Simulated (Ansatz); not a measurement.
CrO₂⁻, relaxed as a sextet with UKS PBE0-D4/def2-TZVPD in Ansatz, starting from the PBE0-D4/def2-TZVPD geometry of the charge -1 doublet. Force threshold 0.02 eV/Å.

At PBE0-D4/def2-TZVPD a quartet of charge -1 lies 2.74 eV below the sextet, each at its own geometry. The structure comes from a short search, and lower isomers may exist.

Start:

Cartesian coordinates in Å:
```
Cr -0.0287 0.2151 -0.3368
O 0.2564 1.1569 0.9553
O -0.2277 -1.3720 -0.6185
```

(1) Estimate the energy that the relaxation releases and the steps that it takes.

(2) Does the start keep its bonding and symmetry?

(3) Predict the relaxed structure.

Results:

(1) 0.45 eV, in 7 steps; 20 s on 2 threads of Arm Neoverse V1 on a shared host. No frequencies were taken in this run, so the end may be a saddle point.

(2) By distances, no bond broke or formed. The bond that changes most is Cr1–O3, from 1.62 to 1.74 Å (atoms count from 1). Point group C2v at the start, C2v at the end, both within 0.05 Å.

(3) 
```csv
atom,x (Å),y (Å),z (Å)
Cr1,-0.038,0.283,-0.442
O2,0.268,1.160,1.031
O3,-0.230,-1.442,-0.588
```
Bond lengths: 2 × Cr–O 1.74 Å.
